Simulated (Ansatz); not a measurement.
Reaction (ligand exchange at the Si–C bond): `[SiH3]C[CH2][GeH3]` + `C[O][Mg][OH]` → `C[O][Mg][O][SiH3]` + `C[CH2][GeH3]`

Calculated with Ansatz (gas phase, PBE0-D4/def2-TZVP geometries, no zero-point term in ΔE). CCSD(T)/CBS is the MP2 limit (def2-TZVPP, def2-QZVPP) plus CCSD(T) − MP2 in def2-TZVPP, frozen cores. Functionals use def2-TZVPP. For Ge, Mg outer-core shells are correlated without core-valence functions, which leaves a few kJ/mol of doubt a bond. Scalar relativity is left out up to krypton. Each species was taken in one conformer, which may not be the lowest.

```tsv
level	ΔE (kJ/mol)
r2SCAN-D4	-130.2
CCSD/def2-TZVPP	-136.0
HF/CBS(def2)	-158.9
CCSD/CBS(def2)	-136.3
```

Task: What does CCSD(T)/CBS give? (Estimate.)

Result: The calculation gave: -133.3 kJ/mol. The listed levels differ from it by 3.1, -2.7, -25.6, -3.0 kJ/mol.

Largest T1 diagnostic among the species: 0.011.

From PBE to PBE0 (25 % exact exchange), in def2-TZVPP and without D4, ΔE moves by −5.9 kJ/mol. The D4 term adds +5.7 kJ/mol with B3LYP and +3.2 kJ/mol with PBE0; it sums over pairs of atoms, weighted by their polarisabilities, and B3LYP, whose exchange is more repulsive, gets the larger term. In def2-TZVPP, CCSD(T) changes the Hartree–Fock value by +23.5 kJ/mol (the triples alone add +3.1 kJ/mol) and MP2 by +23.9 kJ/mol.

B3LYP here is the variant with VWN-RPA as its local correlation; programs differ in this.
